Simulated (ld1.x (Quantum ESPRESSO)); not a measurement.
# lead, TM: configuration errors across variants

```json
{
 "Element": "Pb",
 "Generator": "ld1.x (Quantum ESPRESSO) 7.5",
 "Type": "norm-conserving Troullier–Martins (Kleinman–Bylander form)",
 "Functional": "PBE",
 "Relativity": "scalar-relativistic",
 "Frozen core": "[Xe] 4f14",
 "Valence charge": "14",
 "Reference configuration": "5d10 6s2 6p2",
 "Partial waves": "6p (bound): rc 1.95 bohr; 5d (bound): rc 1.35 bohr; 6s (bound): rc 2.10 bohr",
 "Local potential": "the s channel",
 "Core correction": "a·sin(br)/r model core inside 0.60 bohr"
}
```

All-electron excitation energies from the reference (eV): (1) 5d10 6s2 6p1 6.575; (2) 5d10 6s2 6p0 20.020; (3) 5d10 6s1 6p0 52.430; (4) 5d9 6s2 6p2 27.163; (5) 5d10 6s0 6p4 17.835; (6) 5d10 6s1 6p3 8.736; (7) 5d10 6s2 6p1.5 2.492.

Errors AE − PS in meV (a dash: test not solved or not reliable):

```tsv
change	(1)	(2)	(3)	(4)	(5)	(6)	(7)	bound ghosts
base	-2.6	-13	-46	-127	-13	-4.6	-0.8	none
wave 6s (bound): rc 2.10 bohr becomes 6s (bound): rc 1.48 bohr	-3.0	-13	-17	-12	-30	-5.6	-0.9	none
wave 6s (bound): rc 2.10 bohr becomes 6s (bound): rc 1.64 bohr	-2.7	-13	-36	-87	-8.6	-3.1	-0.9	none
wave 6s (bound): rc 2.10 bohr becomes 6s (bound): rc 1.96 bohr	-2.6	-13	-46	-128	-13	-4.6	-0.8	none
wave 6s (bound): rc 2.10 bohr becomes 6s (bound): rc 2.18 bohr	-2.6	-13	-45	-124	-14	-4.7	-0.8	none
wave 6s (bound): rc 2.10 bohr becomes 6s (bound): rc 2.46 bohr	-2.3	-11	-38	-95	-26	-7.0	-0.7	none
wave 6s (bound): rc 2.10 bohr becomes 6s (bound): rc 2.90 bohr	-0.3	+0.7	-27	-6.7	-99	-23	-0.4	none
```

(1) Give the same row for: wave 6s (bound): rc 2.10 bohr becomes 6s (bound): rc 3.08 bohr.

Results:

(1) +0.9, +7.3, -27, +26, -137, -31, -0.1; bound ghosts: none.
